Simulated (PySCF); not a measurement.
Two species compared at the same levels of theory.

First species: 1,1,2-trifluoro-2-methylcyclopropane, C4H5F3.
Cartesian coordinates in Å at the PBE0-D3(BJ)/def2-SVP level; atoms count from 1:
```xyz
12
C4H5F3 angstrom
C      1.296    0.550   -0.524
C      0.329   -0.320    0.212
F      0.935   -1.287    0.949
C     -1.019   -0.713   -0.382
C     -0.938    0.210    0.779
F     -1.343   -0.209    1.976
F     -1.235    1.505    0.609
H      2.000    1.011    0.183
H      0.768    1.350   -1.059
H      1.866   -0.048   -1.251
H     -1.294   -0.307   -1.358
H     -1.355   -1.729   -0.160
```

Second species: 2-bromopyrimidine, C₄H₃BrN₂.
SMILES with atom numbers: `[Br:1][c:2]1[n:3][cH:4][cH:5][cH:6][n:7]1` (hydrogens: H8 on C4; H9 on C5; H10 on C6)

Cartesian coordinates in Å at the PBE0-D3(BJ)/def2-SVP level; atoms count from 1:
```
atom  x, y, z in Å
Br1    3.8342    0.1307   -0.1078
C2     1.9480    0.1980   -0.0681
N3     1.3230   -0.9665   -0.0739
C4    -0.0062   -0.9133   -0.0455
C5    -0.6994    0.2941   -0.0116
C6     0.0803    1.4481   -0.0094
N7     1.4098    1.4047   -0.0379
H8    -0.5343   -1.8733   -0.0502
H9    -1.7890    0.3337    0.0118
H10   -0.3762    2.4439    0.0160
```

Levels: PBE0/def2-SVPD for dipole moment, HOMO energy, LUMO energy, HOMO–LUMO gap, static isotropic polarisability and electronic spatial extent ⟨r²⟩ about the centre of nuclear charge; TDDFT PBE0/def2-SVPD for lowest singlet excitation; TDA PBE0/def2-SVPD for lowest triplet excitation (Tamm–Dancoff); ΔSCF PBE0/def2-SVPD for vertical ionisation energy; PBE0-D3(BJ)/def2-SVP for rotational constant A and rotational constant C. Geometries: PBE0-D3(BJ)/def2-SVP. Each species is one conformer at its optimised geometry, gas phase, non-relativistic unless stated. Electronic properties by PySCF.

```tsv
property	column X	column Y
dipole moment	2.51 D	3.83 D
HOMO energy	-8.30 eV	-7.76 eV
LUMO energy	0.59 eV	-1.78 eV
HOMO–LUMO gap	8.89 eV	5.98 eV
lowest singlet excitation	7.60 eV	4.30 eV
lowest triplet excitation (Tamm–Dancoff)	7.13 eV	3.78 eV
static isotropic polarisability	49.1 au	80.0 au
vertical ionisation energy	10.54 eV	9.70 eV
electronic spatial extent ⟨r²⟩ about the centre of nuclear charge	653 bohr²	1129 bohr²
rotational constant A	3.668 GHz	6.137 GHz
rotational constant C	1.966 GHz	0.907 GHz
```

(1) Which column belongs to which species?

(2) How does each property change from the first species to the second?

Results:

(1) Column X is the first species and column Y the second. The first has 12 atoms and 56 electrons, the second 10 and 76.

(2) dipole moment +1.32 D; HOMO energy +0.54 eV; LUMO energy -2.37 eV; HOMO–LUMO gap -2.91 eV; lowest singlet excitation -3.30 eV; lowest triplet excitation (Tamm–Dancoff) -3.35 eV; static isotropic polarisability +30.9 au; vertical ionisation energy -0.84 eV; electronic spatial extent ⟨r²⟩ about the centre of nuclear charge +476 bohr²; rotational constant A +2.469 GHz; rotational constant C -1.059 GHz.

On the first: The principal polarisabilities are 46.7, 47.5 and 53.0 au; their mean is the isotropic value. The ΔSCF ionisation energy exceeds −ε(HOMO) by 2.24 eV with PBE0.

On the second: The principal polarisabilities are 49.6, 77.1 and 113.3 au; their mean is the isotropic value. S1 lies 1.68 eV below the HOMO–LUMO gap; its leading configuration is HOMO→LUMO, weight 0.93. Relativistic effects, spin–orbit coupling among them, are left out although an element past zinc is present.
